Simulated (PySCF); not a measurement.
Be(I)(OSiH3) (BeH3IOSi), SMILES [SiH3][O][Be][I]. Atoms are numbered in the order given.

```xyz
7

Be     0.0000     0.0000    -0.6120
I      0.0000     0.0000     1.5684
O      0.0000     0.0000    -2.0307
Si     0.0000     0.0000    -3.7013
H     -1.2266     0.7082    -4.2046
H      0.0000    -1.4163    -4.2046
H      1.2266     0.7082    -4.2046
```

Coordinates come from a PBE-D3(BJ)/def2-SVP optimisation. The def2 effective core potentials stand for the cores of I; spin–orbit coupling is left out. Other conformers were not sampled.

The numbers are results of PySCF with B3LYP/def2-TZVPD, not measurements.

The molecule is in vacuum.

Question: Estimate the frontier levels, gap, dipole moment and polarisability. (Estimate from the structure and the level; the computed values follow.)

Answer: 
- highest occupied level: -7.65 eV
- lowest empty level: -1.00 eV
- orbital gap: 6.65 eV
- dipole moment: 0.99 D
- quadrupole, principal values (traceless, Buckingham form, about the centre of nuclear charge): -0.28, -0.28, 0.55 D·Å
- mean static polarisability: 82.0 bohr³ (12.16 Å³)
- polarisability, principal values: 70.7, 70.7, 104.7 bohr³
